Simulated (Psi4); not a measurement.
C₂H₅ (SMILES [CH2]C), doublet, geometry from GFN2-xTB; MP2/def2-TZVP (Psi4).

The Psi4 input:
```
memory 2 GB

molecule mol {
0 2
C     0.776639   -0.108025   -0.026089
C    -0.679178    0.098557    0.005015
H     1.445869    0.690591    0.226322
H     1.184905   -1.087008   -0.181906
H    -1.085918   -0.072996    1.012042
H    -0.938840    1.121188   -0.267949
H    -1.190783   -0.594965   -0.662065
}

set {
  basis def2-tzvp
  reference uhf
}

energy('mp2')
print_variables()
```

What does Psi4 print? Leave out banner, timings and long lists.


```
    SCF Algorithm Type (re)set to DF.

   => Loading Basis Set <=

    Name: DEF2-TZVP
    Role: ORBITAL
    Keyword: BASIS

         ---------------------------------------------------------
                                   SCF
               by Justin Turney, Rob Parrish, Andy Simmonett
                          and Daniel G. A. Smith
                              UHF Reference
         ---------------------------------------------------------

  ==> Geometry <==

    Molecular point group: c1
    Full point group: C1

    Geometry (in Angstrom), charge = 0, multiplicity = 2:

       Center              X                  Y                   Z               Mass
    ------------   -----------------  -----------------  -----------------  -----------------
         C            0.756659431877    -0.106084119908    -0.021768808847    12.000000000000
         C           -0.699157568123     0.100497880092     0.009335191153    12.000000000000
         H            1.425889431877     0.692531880092     0.230642191153     1.007825032230
         H            1.164925431877    -1.085067119908    -0.177585808847     1.007825032230
         H           -1.105897568123    -0.071055119908     1.016362191153     1.007825032230
         H           -0.958819568123     1.123128880092    -0.263628808847     1.007825032230
         H           -1.210762568123    -0.593024119908    -0.657744808847     1.007825032230

  Running in c1 symmetry.

  Rotational constants: A =      3.47324  B =      0.77754  C =      0.71927 [cm^-1]
  Rotational constants: A = 104125.03127  B =  23309.96441  C =  21563.15848 [MHz]
  Nuclear repulsion =   37.277057268341991

  Charge       = 0
  Multiplicity = 2
  Electrons    = 17
  Nalpha       = 9
  Nbeta        = 8

  ==> Algorithm <==

  SCF Algorithm Type is DF.
  DIIS enabled.
  MOM disabled.
  Fractional occupation disabled.
  Guess Type is SAD.
  Energy threshold   = 1.00e-08
  Density threshold  = 1.00e-08
  Integral threshold = 1.00e-12

  ==> Primary Basis <==

  Basis Set: DEF2-TZVP
    Blend: DEF2-TZVP
    Number of shells: 42
    Number of basis functions: 92
    Number of Cartesian functions: 102
    Spherical Harmonics?: true
    Max angular momentum: 3

   => Loading Basis Set <=

    Name: (DEF2-TZVP AUX)
    Role: JKFIT
    Keyword: DF_BASIS_SCF

  ==> Integral Setup <==

  SCF_SUBTYPE=INCORE selected. In-core MEM_DF algorithm will be used.
  Using in-core AOs.

  ==> MemDFJK: Density-Fitted J/K Matrices <==

    J tasked:                   Yes
    K tasked:                   Yes
    wK tasked:                   No
    Algorithm:                 Core
    Schwarz Cutoff:           1E-12
    Mask sparsity (%):       0.0236
    Fitting Condition:        1E-10

   => Auxiliary Basis Set <=

  Basis Set: (DEF2-TZVP AUX)
    Blend: DEF2-UNIVERSAL-JKFIT
    Number of shells: 80
    Number of basis functions: 240
    Number of Cartesian functions: 278
    Spherical Harmonics?: true
    Max angular momentum: 4

  Minimum eigenvalue in the overlap matrix is 5.1778231950E-04.
  Reciprocal condition number of the overlap matrix is 6.8877910957E-05.
    Using symmetric orthogonalization.

  ==> Pre-Iterations <==

  SCF Guess: Superposition of Atomic Densities via on-the-fly atomic UHF (no occupation information).

   -------------------------
    Irrep   Nso     Nmo
   -------------------------
     A         92      92
   -------------------------
    Total      92      92
   -------------------------

  ==> Iterations <==

                           Total Energy        Delta E     RMS |[F,P]|

   @DF-UHF iter SAD:   -77.93246223931187   -7.79325e+01   0.00000e+00
   @DF-UHF iter   1:   -78.53223463728553   -5.99772e-01   4.04335e-03 ADIIS/DIIS
   @DF-UHF iter   2:   -78.61141639785285   -7.91818e-02   1.71237e-03 ADIIS/DIIS
   @DF-UHF iter   3:   -78.62573169081627   -1.43153e-02   4.23410e-04 ADIIS/DIIS
   @DF-UHF iter   4:   -78.62796205138021   -2.23036e-03   1.12786e-04 ADIIS/DIIS
   @DF-UHF iter   5:   -78.62813814831392   -1.76097e-04   4.92039e-05 DIIS
   @DF-UHF iter   6:   -78.62816710512089   -2.89568e-05   2.34854e-05 DIIS
   @DF-UHF iter   7:   -78.62817584048693   -8.73537e-06   7.89315e-06 DIIS
   @DF-UHF iter   8:   -78.62817692341228   -1.08293e-06   2.64758e-06 DIIS
   @DF-UHF iter   9:   -78.62817703909974   -1.15687e-07   7.79001e-07 DIIS
   @DF-UHF iter  10:   -78.62817704827509   -9.17535e-09   3.02762e-07 DIIS
   @DF-UHF iter  11:   -78.62817704983026   -1.55516e-09   1.29761e-07 DIIS
   @DF-UHF iter  12:   -78.62817705016974   -3.39483e-10   4.06097e-08 DIIS
   @DF-UHF iter  13:   -78.62817705020056   -3.08233e-11   1.26257e-08 DIIS
   @DF-UHF iter  14:   -78.62817705020285   -2.28795e-12   4.38949e-09 DIIS
  Energy and wave function converged.

  ==> Post-Iterations <==

   @Spin Contamination Metric:   1.306569793E-02
   @S^2 Expected:                7.500000000E-01
   @S^2 Observed:                7.630656979E-01
   @S   Expected:                5.000000000E-01
   @S   Observed:                5.000000000E-01

    Orbital Energies [Eh]
    ---------------------

    Alpha Occupied:

[...]
    Alpha Virtual:

[...]
    Beta Occupied:

[...]
    Beta Virtual:

[...]
    Final Occupation by Irrep:
              A
    DOCC [     8 ]
    SOCC [     1 ]
    NA   [     9 ]
    NB   [     8 ]

  @DF-UHF Final Energy:   -78.62817705020285

   => Energetics <=

    Nuclear Repulsion Energy =             37.2770572683419914
    One-Electron Energy =                -178.5108226923286168
    Two-Electron Energy =                  62.6055883737837746
    Total Energy =                        -78.6281770502028508

  UHF NO Occupations:
  HONO-2 :    7  A 1.9991005
  HONO-1 :    8  A 1.9961168
  HONO-0 :    9  A 1.0000000
  LUNO+0 :   10  A 0.0038832
  LUNO+1 :   11  A 0.0008995
  LUNO+2 :   12  A 0.0008917
  LUNO+3 :   13  A 0.0007642

Computation Completed

Properties will be evaluated at   0.000000,   0.000000,   0.000000 [a0]

Properties computed using the SCF density matrix

 Multipole Moments:

 ------------------------------------------------------------------------------------
     Multipole            Electronic (a.u.)      Nuclear  (a.u.)        Total (a.u.)
 ------------------------------------------------------------------------------------

 L = 1.  Multiply by 2.5417464519 to convert [e a0] to [Debye]
 Dipole X            :          0.5803345           -0.6418524           -0.0615179
 Dipole Y            :         -0.0626230            0.0623552           -0.0002678
 Dipole Z            :         -0.0982958            0.1387876            0.0404918
 Magnitude           :                                                    0.0736486

 ------------------------------------------------------------------------------------

  //>>>>>>>>>>>>>>>>>>>>>>>>>>>>>>>>>>>//
  //               DFMP2               //
  //<<<<<<<<<<<<<<<<<<<<<<<<<<<<<<<<<<<//

   => Loading Basis Set <=

    Name: (DEF2-TZVP AUX)
    Role: RIFIT
    Keyword: DF_BASIS_MP2

	 --------------------------------------------------------
	                          DF-MP2
	      2nd-Order Density-Fitted Moller-Plesset Theory

	        Rob Parrish, Justin Turney, Andy Simmonett,
	           Ed Hohenstein, and C. David Sherrill
	 --------------------------------------------------------

	 --------------------------------------------------------
	                 NBF =    92, NAUX =   227
	 --------------------------------------------------------
	   CLASS    FOCC     OCC    AOCC    AVIR     VIR    FVIR
	   ALPHA       0       9       9      83      83       0
	    BETA       0       8       8      84      84       0
	 --------------------------------------------------------

	-----------------------------------------------------------
	 ==================> DF-MP2 Energies <====================
	-----------------------------------------------------------
	 Reference Energy          =     -78.6281770502028508 [Eh]
	 Singles Energy            =      -0.0000000000000000 [Eh]
	 Same-Spin Energy          =      -0.0706946359257860 [Eh]
	 Opposite-Spin Energy      =      -0.2808366593887620 [Eh]
	 Correlation Energy        =      -0.3515312953145480 [Eh]
	 Total Energy              =     -78.9797083455173947 [Eh]
	-----------------------------------------------------------
	 ================> DF-SCS-MP2 Energies <==================
	-----------------------------------------------------------
	 SCS Same-Spin Scale       =       0.3333333333333333 [-]
	 SCS Opposite-Spin Scale   =       1.2000000000000000 [-]
	 SCS Same-Spin Energy      =      -0.0235648786419287 [Eh]
	 SCS Opposite-Spin Energy  =      -0.3370039912665144 [Eh]
	 SCS Correlation Energy    =      -0.3605688699084431 [Eh]
	 SCS Total Energy          =     -78.9887459201112989 [Eh]
	-----------------------------------------------------------

  Variable Map:
  ----------------------------------------------------------------------------
[...]
  Array Variable Map:
  ----------------------------------------------------------------------------
[...]
[...]
```
